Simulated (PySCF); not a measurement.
**MBr for M along group 11**

HF with triple-zeta basis sets in PySCF, for the lowest determinant that a PBE0 search found; no spin–orbit coupling. De refers to high-spin ground-configuration atoms. A positive dipole means M(−)Br(+).

```json
{"M": "Cu", "basis": "x2c-TZVPPall", "reference": "RHF", "state (unpaired electrons)": "singlet (closed shell)", "Re (Å)": "2.282", "ωe (cm⁻¹)": "274", "De (eV)": "n/a", "μ (D)": "-6.52"}
{"M": "Ag", "basis": "x2c-TZVPPall", "reference": "RHF", "state (unpaired electrons)": "singlet (closed shell)", "Re (Å)": "2.499", "ωe (cm⁻¹)": "223", "De (eV)": "n/a", "μ (D)": "-7.26"}
{"M": "Au", "basis": "def2-TZVPP", "reference": "RHF", "state (unpaired electrons)": "singlet (closed shell)", "Re (Å)": "2.423", "ωe (cm⁻¹)": "233", "De (eV)": "n/a", "μ (D)": "-5.54"}
```

The shortest bond is that of CuBr (2.282 Å), the longest that of AgBr (2.499 Å).

The rows differ in basis set, which adds steps of its own.

Relativity is treated differently too: Cu spin-free X2C; Ag spin-free X2C; Au scalar-relativistic core potentials.

De is n/a where a free atom or ion gave no sound limit at this level.

Down a group bonds as a rule get longer and wavenumbers fall, partly through the reduced mass; the exceptions here are the shorter bond at Au and the higher wavenumber at Au. Relativity and the filled 4f shell contract the atoms of the sixth period.

These are scalar-relativistic numbers at best; spin–orbit coupling would shift them, the dissociation energy most. Hartree–Fock leaves out correlation, which carries a large part of most bond energies and some tenths to 1 eV of ionisation energies.
